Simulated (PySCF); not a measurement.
**Computed properties of Sn(F)2(Cl)(Me) (CH3ClF2Sn), SMILES [CH3][Sn]([F])([F])[Cl]**

Sn(F)2(Cl)(Me) (CH₃ClF₂Sn), SMILES [Cl][Sn]([F])([F])[CH3]. Coordinates come from a B3LYP-D3(BJ)/def2-SVP optimisation. The structure was generated by enumeration; whether it is a known compound was not checked. The def2 effective core potentials stand for the cores of Sn; spin–orbit coupling is left out. Other conformers were not sampled. All values are computed for the isolated molecule unless a solvent is named; none is compared with measurement here.

**Structure.** The optimised structure has Cs symmetry. All 18 harmonic modes at B3LYP-D3(BJ)/def2-SVP (PySCF) are real, so it is a minimum. With heavy atoms numbered as in [CH3:1][Sn:2]([F:3])([F:4])[Cl:5], the shortest bond between them is Sn2–F3 at 1.934 Å and the longest Sn2–Cl5 at 2.340 Å.

**Vibrations.** The strongest infrared lines (harmonic, unscaled, degenerate partners summed) lie at 646 cm⁻¹ (59 km/mol, F 84 %, Sn 16 %), 638 cm⁻¹ (57 km/mol, F 86 %, Sn 13 %), 380 cm⁻¹ (44 km/mol, Cl 77 %, Sn 20 %). The softest mode is at 54 cm⁻¹ and the zero-point energy is 25.8 kcal/mol.

**Electronic structure.** ωB97X/def2-TZVP (PySCF) places the frontier levels at -11.89 and -0.13 eV, a gap of 11.76 eV, and gives a dipole moment of 4.41 D and a mean polarisability of 58.3 bohr³. PBE/def2-TZVP (PySCF) at the same geometry gives -8.05 and -3.18 eV, so its gap is 6.89 eV narrower. An orbital gap is neither the optical nor the fundamental gap.

**Excitations.** TDDFT-CAM-B3LYP/def2-SVPD (PySCF) has S1 at 6.04 eV (205 nm, f = 0.043, weak); the most intense of the 10 singlets computed lies at 7.08 eV (f = 0.35). T1 (TDA) is at 5.35 eV. TDDFT-PBE/def2-SVPD (PySCF) puts S1 at 5.07 eV. No vertical singlet excitation falls in the visible range (under 3.1 eV).
